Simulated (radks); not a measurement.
Valence configurations of Pt (all share [Xe]). All-electron calculation, scalar-relativistic Kohn-Sham, PBE, spin-polarised, spherical densities, point nucleus; open shells are filled with parallel spins first (spin-orbit coupling, left out, can overturn this in heavy ions). Program: a radial shooting solver on a logarithmic mesh with Libxc functionals. Energies are relative to 4f14 5d9 6s1; eigenvalues in eV for spin up.

| valence | E (eV) | moment (Bohr magnetons) | e(4f) | e(5d) | e(6p) | e(6s) |
|---|---|---|---|---|---|---|
| 4f14 5d9 6s1 | 0.000 | 2 | -70.068 | -6.509 | - | -6.087 |
| 4f14 5d9.5 6s0.5 | 0.233 | 1 | -68.795 | -5.468 | - | -5.497 |
| 4f14 5d8.5 6s1.5 | 0.351 | 2 | -71.491 | -7.537 | - | -6.428 |
| 4f14 5d10 | 0.457 | 0 | -67.594 | -4.461 | - | - |
| 4f14 5d8 6s2 | 0.865 | 2 | -72.980 | -8.611 | - | -6.777 |
| 4f14 5d8.5 6s1 6p0.5 | 2.480 | 3 | -72.429 | -8.540 | -1.847 | -7.357 |
| 4f14 5d9 6p1 | 5.169 | 2 | -72.036 | -8.356 | -2.073 | - |
| 4f14 5d8 6s1 6p1 | 5.404 | 4 | -74.744 | -10.469 | -2.487 | -8.488 |
| 4f14 5d8 6p2 | 11.537 | 4 | -76.442 | -11.995 | -3.257 | - |
| 4f13 5d9 6s2 | 70.851 | 2 | -84.539 | -9.440 | - | -6.667 |

NIST lists [Xe] 4f14 5d9 6s1 as the ground configuration; this level of theory agrees among the configurations tried. The energies are those of spherical high-spin densities, not of single terms.
